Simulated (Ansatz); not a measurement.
```xyz
19

V     0.0000    0.0000    0.0000
O     0.0000    0.0000    2.1500
H    -0.1490    0.7452    2.7400
H     0.1490   -0.7452    2.7400
O     0.0000    0.0000   -2.1500
H     0.1490   -0.7452   -2.7400
H    -0.1490    0.7452   -2.7400
O     2.1500    0.0000    0.0000
H     2.7400   -0.7452    0.1490
H     2.7400    0.7452   -0.1490
O    -2.1500    0.0000    0.0000
H    -2.7400    0.7452   -0.1490
H    -2.7400   -0.7452    0.1490
O     0.0000    2.1500    0.0000
H     0.7259    2.7400   -0.2250
H    -0.7259    2.7400    0.2250
O     0.0000   -2.1500    0.0000
H    -0.7259   -2.7400    0.2250
H     0.7259   -2.7400   -0.2250
```

Basis set: def2-TZVP on H, O; pcseg-2 on V. Charge 2. Computed with Ansatz (development build ahead of 0.2.0); the lowest solution found for each multiplicity.

Q: How do the multiplicities compare at this shape? Give, from the lowest of each method, PBE0 (unrestricted) for 2, 4; PBE0 (restricted) for 2, 4.

A:

```csv
method,multiplicity,E (eV),<S²>
"PBE0, unrestricted",2,0.928,1.71
"PBE0, unrestricted",4,0.000,3.75
"PBE0, restricted",2,1.696,0.75
"PBE0, restricted",4,0.000,3.75
```

Caution: other spin multiplicities may lie lower. Caution for PBE0, unrestricted: the unrestricted determinant is a mixture of spin states. Caution for PBE0, restricted: an unrestricted determinant lies well below.
